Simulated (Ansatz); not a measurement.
Molecule: sum formula H3SiSO2, charge 0, multiplicity 2. It need not be the lowest isomer of its formula. 
Coordinates optimised at B3LYP-D3(BJ)/def2-TZVP (Ansatz, a first-principles code):
```
Si
O 1 1.6445
H 2 0.9635 1 117.04
O 1 1.6549 2 104.94 3 21.40
H 4 0.9618 1 117.51 2 178.65
S 1 2.1700 2 111.83 3 138.31
H 6 1.3432 1 94.01 2 88.44
```
Charge 0, spin multiplicity 2.

Basis-set convergence of Hartree-Fock and CCSD correlation energies (hartree) with Ansatz. Cores are frozen in the correlated levels unless marked. Open shells are spin-unrestricted. Spin-orbit coupling is left out. Non-relativistic.

| basis | functions | E(HF) | E(corr, CCSD) |
|---|---|---|---|
| cc-pV(D+d)Z | 89 | -838.03675 | -0.61750 |
| cc-pV(T+d)Z | 180 | -838.13287 | -0.78280 |
| cc-pV(Q+d)Z | 328 | -838.15392 | -0.83870 |

Extrapolating the two largest sets (X = 3 and 4) as X^-3: E(corr) = (64·(-0.83870) - 27·(-0.78280))/37 = -0.8795 Eh, an estimate of the basis-set limit. The largest set recovers 95.4 % of it, the smallest 70.2 %.
